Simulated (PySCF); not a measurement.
**Bi (bismuth, neutral) across methods**

[Xe] 4f14 5d10 6s1 6p4, high-spin 4P determinant (an excited configuration). Calculation: PySCF 2.14, in x2c-TZVPPall; scalar relativity by spin-free X2C-1e. The B2PLYP total includes its PT2 part (frozen core); its orbital energies are those of the SCF part.

```tsv
method	E (hartree)	mean ε 6s α (eV)	mean ε 6p α (eV)	mean ε 6p β (eV)	Σ⟨r²⟩ (bohr²)	⟨S²⟩
r2SCAN	-21534.97	-16.896	-6.304	-4.287	76.59	3.763
PBE	-21535.02	-15.992	-5.844	-4.248	76.68	3.754
UHF	-21528.84135	-22.868	-9.659	-5.588	77.62	3.778
B2PLYP	-21533.44	-19.649	-7.781	-5.247	77.02	3.761
PBE0	-21534.73	-17.911	-6.947	-4.873	76.57	3.757
LDA	-21522.14	-16.221	-5.956	-4.449	76.58	3.753
MN15	-21549.26	-18.907	-7.529	-5.478	76.19	3.756
```

Q: Estimate the same row for BHandHLYP.

A: E (hartree) = -21534.71; mean ε 6s α (eV) = -19.552; mean ε 6p α (eV) = -7.738; mean ε 6p β (eV) = -5.442; Σ⟨r²⟩ (bohr²) = 76.79; ⟨S²⟩ = 3.759.

Spin-orbit coupling is strong in this species (close to jj coupling), so the high-spin LS determinant is a model state, not a physical level.
